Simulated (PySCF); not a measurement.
# Energy profile

The step: BHCl₂ ([Cl][BH][Cl]) + HCl → BCl₃ ([Cl][B]([Cl])[Cl]) + H₂; bonds formed: B1–Cl6, H2–H5; bonds broken: B1–H2, H5–Cl6 (atoms numbered as in the saddle structure below).

B1  (-0.226, -0.176, -0.228)
H2  (0.565, 0.724, -0.708)
Cl3  (0.258, -1.768, -0.799)
Cl4  (-1.893, 0.375, -0.324)
H5  (0.793, 0.721, 0.339)
Cl6  (0.503, 0.124, 1.720)
(Å)

Electronic energies by CCSD(T) at an estimated basis limit (MP2 extrapolated from triple and quadruple zeta, plus CCSD(T) − MP2 in triple zeta), on PBE0-D4/def2-TZVP structures; BH2Cl3, closed shell; no counterpoise correction. PySCF 2.14 with density fitting (its default auxiliary sets; JK sets also for MP2 and CCSD(T)); basis: def2-TZVPP and def2-QZVPP; cores frozen in the correlated methods. Extrapolation: Hartree–Fock as exp(−7.88 √X), correlation as X^−2.97.

(1) Give the profile in kJ/mol, counted from the separated reactants. (An estimate is asked for; the value comes from the calculation.)

T1 diagnostic: at most 0.012. The start structure is not quite a true minimum (one mode of 42i cm⁻¹). The end structure is not quite a true minimum (one mode of 53i cm⁻¹).

## Answers

(1) The calculation gives:
```json
{"point": "separated: BHCl2 (linked as [Cl][BH][Cl]; B1, H2, Cl3, Cl4; singlet) + HCl (H5, Cl6; singlet)", "kJ/mol": "0.0"}
{"point": "start structure", "kJ/mol": "-5.9"}
{"point": "saddle", "kJ/mol": "107.2"}
{"point": "end structure", "kJ/mol": "-54.7"}
{"point": "separated: BCl3 (linked as [Cl][B]([Cl])[Cl]; B1, Cl3, Cl4, Cl6; singlet) + H2 (H2, H5; singlet)", "kJ/mol": "-51.6"}
```

For scale, one of the runs: CCSD(T)/def2-TZVPP, 185 basis functions, launched by `OMP_NUM_THREADS=4 python run.py`. Time: 3 min of wall clock on 4 CPU threads of a Oxide Virtual Turin-like; the host was shared. Peak host memory: 2 GiB.
